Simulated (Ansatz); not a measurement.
Relaxation of a periodic cell of 17 atoms, Si (host Si, host structure diamond, interstitial Si), to a largest force component of 0.03 eV/Å in at most 60 steps.

Method: DFT PBE-D3(BJ), scalar-relativistic, plane waves, PAW in Ansatz. Settings: PAW set soft_1, cutoff 420 eV, k mesh 2x2x2, gaussian smearing 0.02 eV, no spin polarisation.

```xyz
17
Lattice="0.0000 5.4300 5.4300 5.4300 0.0000 5.4300 5.4300 5.4300 0.0000" Properties=species:S:1:pos:R:3
Si 0.000 0.000 0.000
Si 1.357 1.357 1.357
Si 2.715 2.715 0.000
Si 4.072 4.072 1.357
Si 2.715 0.000 2.715
Si 4.072 1.357 4.072
Si 5.430 2.715 2.715
Si 6.787 4.072 4.072
Si 0.000 2.715 2.715
Si 1.357 4.072 4.072
Si 2.715 5.430 2.715
Si 4.072 6.787 4.072
Si 2.715 2.715 5.430
Si 4.072 4.072 6.787
Si 5.430 5.430 5.430
Si 6.787 6.787 6.787
Si 8.078 8.107 8.137
```

Where does it end, and by what steps?

It converged. The force dipped under the threshold on the way, but the program's further checks kept it going. After 3 steps the energy has fallen by 0.149 eV; Si17 moved furthest, 0.07 Å.

```tsv
step	energy less start (eV)	largest force component (eV/Å)	accepted
0	0.0000	0.827	yes
1	-0.1291	0.291	yes
2	-0.1489	0.016	yes
3	-0.1489	0.016	yes
```

```xyz
17
Lattice="0.0000 5.4300 5.4300 5.4300 0.0000 5.4300 5.4300 5.4300 0.0000" Properties=species:S:1:pos:R:3
Si -0.002 -0.001 -0.001
Si 1.351 1.352 1.353
Si 2.712 2.714 0.030
Si 4.073 4.077 1.349
Si 2.712 0.029 2.715
Si 4.072 1.349 4.078
Si 5.390 2.714 2.714
Si 6.759 4.094 4.095
Si 0.030 2.713 2.715
Si 1.349 4.074 4.076
Si 2.712 5.395 2.714
Si 4.093 6.762 4.094
Si 2.711 2.712 5.398
Si 4.092 4.092 6.766
Si 5.425 5.427 5.431
Si 6.759 6.762 6.764
Si 8.138 8.141 8.145
```

The run took 28 s on 1 thread of Arm Neoverse V1, with other jobs on the host, peak memory 0.5 GiB.
